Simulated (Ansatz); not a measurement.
Input for Ansatz (a first-principles code): R-CCSD(T)/def2-TZVPPD on MgO, a point of a bond scan (R = 1.739 Å). Files ending in .json are basis or fitting sets from the Basis Set Exchange.

Ansatz 0.2 input:
```yaml
crystal:
  periodic: [false, false, false]
  atoms:
    - {symbol: Mg, position_ang: [-0.00000000, -0.00000000, -0.69577288]}
    - {symbol: O, position_ang: [0.00000000, 0.00000000, 1.04365932]}
basis:
  gaussian:
    orbitals: def2-TZVPPD.json
    pivot_positions_ang: [[-0.00000000, -0.00000000, -0.69577288], [0.00000000, 0.00000000, 1.04365932]]
magnetization: {spin_polarized: false}
correlation: {method: ccsd_t, electrons: outside_noble_gas}
scf: {lower_state_search: off}
output: {orbitals: {seedname: ./end}}
```

Program output:

```
Functional definition: HF
[...]
these checks for a lower state are left out or cut short: stability, starts, cluster_reference, orbital_swaps, neighbouring_geometries, increment
integrals: 0.05 GiB planned
593 factors; integrals over basis functions are off by at most 5.8e-4 eV
mean field: 0.11 GiB planned
mean field evaluation 1: about -7458.3290 eV, gradient 6.0e1 eV
mean field evaluation 2: about -7458.3292 eV, gradient 6.0e1 eV
mean field evaluation 4: about -7465.7477 eV, gradient 1.1e1 eV
mean field evaluation 8: about -7466.1519 eV, gradient 4.0e-1 eV
mean field -7466.15573202 eV, -274.3761624097 hartree, gradient 1.5e-6 eV, S^2 0.000000; 0 other end points of the search recorded, 0 dependent functions left out
6 core orbitals not correlated
reference -7466.15573202 eV, -274.3761624097 hartree; 4, 4 occupied and 65, 65 virtual orbitals, 593 factors
second order -8.90794931 eV of doubles, -0.00000000 eV of singles
coupled cluster: 0.15 GiB planned
cycle   1  -7.44412790 eV  change     1.5e0 eV  update   2.5e-1
cycle   2  -8.10053867 eV  change   -6.6e-1 eV  update   2.3e-1
cycle   3  -8.27377370 eV  change   -1.7e-1 eV  update   5.2e-2
cycle   4  -8.31927727 eV  change   -4.6e-2 eV  update   3.1e-2
cycle   5  -8.30584470 eV  change    1.3e-2 eV  update   1.0e-2
cycle   6  -8.31362362 eV  change   -7.8e-3 eV  update   5.2e-3
cycle   7  -8.31635320 eV  change   -2.7e-3 eV  update   2.8e-3
cycle   8  -8.31458240 eV  change    1.8e-3 eV  update   1.9e-3
cycle   9  -8.31650775 eV  change   -1.9e-3 eV  update   9.6e-4
cycle  10  -8.31737402 eV  change   -8.7e-4 eV  update   4.1e-4
cycle  11  -8.31732601 eV  change    4.8e-5 eV  update   1.8e-4
cycle  12  -8.31722013 eV  change    1.1e-4 eV  update   7.6e-5
cycle  13  -8.31734505 eV  change   -1.2e-4 eV  update   2.6e-5
cycle  14  -8.31733648 eV  change    8.6e-6 eV  update   7.6e-6
cycle  15  -8.31733469 eV  change    1.8e-6 eV  update   2.8e-6
perturbative correction -0.63708008 eV, -0.0234122612 hartree
Total energy: -7475.11014679 eV, -274.7052310830 hartree
Checks for a lower state left out: stability, starts, cluster_reference, orbital_swaps, neighbouring_geometries, increment
```

Self-consistency was reached.

Cost: around 1.8 core-seconds (rough).
